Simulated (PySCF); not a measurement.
## TDDFT excited states: C5H16AlNO

C₅H₁₆AlNO.
Structure used (PBE0-D3(BJ)/def2-SVP), in Å, numbered top down from 1:
```xyz
24
C5H16AlNO angstrom
C      4.0333    0.1319   -0.3464
O      2.8495    0.4167    0.3220
C      1.6811    0.0020   -0.3602
Al     0.2195    0.5553    0.8884
N     -1.5184   -0.0463   -0.1056
C     -2.6568    0.3444    0.7330
C     -1.5868    0.6287   -1.4054
C     -1.4880   -1.5022   -0.2778
H      4.8735    0.5011    0.2610
H      4.0761    0.6227   -1.3410
H      4.1671   -0.9585   -0.5063
H      1.7247   -1.0943   -0.5572
H      1.6388    0.4805   -1.3660
H      0.0510   -0.3276    2.2227
H     -0.0898    2.1312    0.9824
H     -3.6113    0.0407    0.2670
H     -2.5640   -0.1331    1.7180
H     -2.6490    1.4337    0.8730
H     -0.7262    0.3350   -2.0210
H     -1.5514    1.7162   -1.2538
H     -2.5174    0.3647   -1.9387
H     -1.3992   -1.9833    0.7056
H     -0.6160   -1.7847   -0.8827
H     -2.4053   -1.8599   -0.7785
```

Method: TDDFT B3LYP/def2-SVPD, vertical, gas phase, core orbitals frozen in the response (PySCF 2.14.0, density-fitted response routines).

```
state  λ (nm)  E (eV)       f  main configurations (H = HOMO, L = LUMO)
   S1   211.8    5.85  0.0073                                 H→L (96%)
   S2   206.6    6.00  0.0049                               H-1→L (95%)
   S3   198.4    6.25   0.025                               H-2→L (96%)
   S4   196.9    6.30   0.014                H-1→L+1 (72%), H→L+1 (21%)
   S5   196.6    6.31   0.034                H→L+1 (73%), H-1→L+1 (21%)
   S6   183.2    6.77   0.086                   H→L+2 (82%), H→L+4 (9%)
   S7   182.3    6.80  0.0056                             H-2→L+1 (91%)
   S8   180.0    6.89   0.016              H-1→L+2 (73%), H-1→L+4 (19%)
   S9   178.4    6.95  0.0053                               H→L+3 (97%)
  S10   176.0    7.04  0.0089      H→L+4 (72%), H→L+6 (10%), H→L+5 (8%)
```

Triplets (Tamm–Dancoff): T1 5.75 eV, H→L (89%); T2 5.94 eV, H-1→L (90%); T3 6.05 eV, H→L+1 (86%); T4 6.09 eV, H-2→L (76%).

The lowest singlet comes at 212 nm (565 kJ/mol) in the ultraviolet; it is weak; its leading configuration is HOMO→LUMO (96%). The most intense listed level is S6 at 6.77 eV (183 nm, f = 0.086), 0.91 eV above S1. Löwdin shares by element: HOMO carbon 38% or more, aluminium 18%, oxygen 16%, hydrogen 6% or more (atoms not listed hold the other 22%); LUMO carbon 32% or more, aluminium 12% (atoms not listed hold the other 57%). Weighted by f, the mean energy of these states is 6.57 eV. Of the 10 states listed, 5 reach f = 0.01 and none stays under 0.0005. The oscillator strengths of these states sum to 0.206; summed over the whole spectrum of an exact calculation they would give the number of electrons, 74 (Thomas–Reiche–Kuhn). The vertical ionisation energy (ΔSCF) is 8.76 eV, 1.71 eV above S10. The window holds the lowest 10 singlets.

One conformer stands for the species.
